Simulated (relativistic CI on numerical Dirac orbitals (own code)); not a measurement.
Cr4+ in a cubic cluster: 1s photoemission with charge transfer

Computed with a charge-transfer multiplet model of a cubic metal-ligand cluster with up to 2 ligand holes, Slater and spin-orbit integrals from Dirac-Coulomb-Breit ions, Slater integrals scaled by 0.8. The ground state mixes d2 with configurations of k ligand holes L, whose averages lie at kΔ + k(k − 1)U_dd/2; a core hole lowers each added d electron by U_cd. 300 K, Lorentzian 1.1 eV and Gaussian 0.6 eV FWHM.

Atomic integrals in eV (Slater integrals scaled, ζ unscaled), ground: F2dd 9.377, F4dd 5.906, zeta_d 0.039; with the core hole: F2dd 10.671, F4dd 6.745, zeta_d 0.058, G2cd 0.057.

Cluster parameters (eV): U_dd = 6.5, U_cd = 7.5, 10Dq = 0.4, 10Dq(ligand) = 0.7, V(eg) = 3.1, V(t2g) = -1.44, final-state hopping factor = 1.

```tsv
Case	n_d	d2	d3L	d4L2	S
Δ = -2.4 eV	3.08	0.17	0.58	0.25	1.00
Δ = -1.4 eV	3.01	0.21	0.58	0.22	1.00
Δ = 0.6 eV	2.87	0.29	0.56	0.16	1.00
```

Weights, n_d and S are thermal averages at 300 K. Binding energies count from the first peak over 30 % of the highest in each spectrum, which can be another peak from case to case. The parameters are a model scan and need not match a compound or its usual spin state. Peaks in eV (height, largest 100):
- Δ = -2.4 eV: 0.0 (100), 14.9 (7)
- Δ = -1.4 eV: 0.0 (100), 14.8 (7)
- Δ = 0.6 eV: 0.0 (100), 13.8 (6), 14.7 (7)

Curve for Δ = -1.4 eV (points under 2 left out, the grid thinned):

```csv
E (eV),Intensity
-3.8,2.5
-3.5,2.9
-3.2,3.5
-2.8,4.6
-2.5,5.7
-2.2,7.4
-1.9,9.8
-1.5,15.4
-1.2,23.2
-0.9,37.2
-0.6,60.5
-0.2,95.2
0.1,97.2
0.4,74.0
0.7,47.0
1.0,29.0
1.4,16.7
1.7,12.2
2.0,9.4
2.3,7.5
2.7,5.7
3.0,4.7
3.3,4.0
3.6,3.7
3.9,3.7
4.3,3.9
4.6,3.7
4.9,3.2
5.2,2.6
5.6,2.0
12.8,2.2
13.1,2.3
13.4,2.4
13.7,2.9
14.1,4.3
14.4,5.9
14.7,7.1
15.0,6.9
15.4,5.2
15.7,4.3
16.0,3.8
16.3,3.4
16.7,2.9
17.0,2.6
17.3,2.1
```

For the case Δ = -1.4 eV, Δ = -1.4 eV is smaller than U_dd = 6.5 eV, the charge-transfer side of the Zaanen-Sawatzky-Allen scheme (negative Δ: between configuration averages a ligand hole costs less than the nominal valence; multiplet and field energies can change this for the lowest states). With the core hole the configuration with one ligand hole lies at Δ − U_cd = -9.9, -8.9, -6.9 eV from the one without, in the order of the table; where this is negative the screened configuration lies lower, though the effective hopping of about 6.2 eV (from the holes of the mixed ground state) mixes the two strongly wherever it is as large as the gap.

With at most 2 ligand holes the space is cut while the next configuration still counts, so covalency is underestimated, and a final configuration with one more ligand hole, which can lie low, is missing from the spectra.
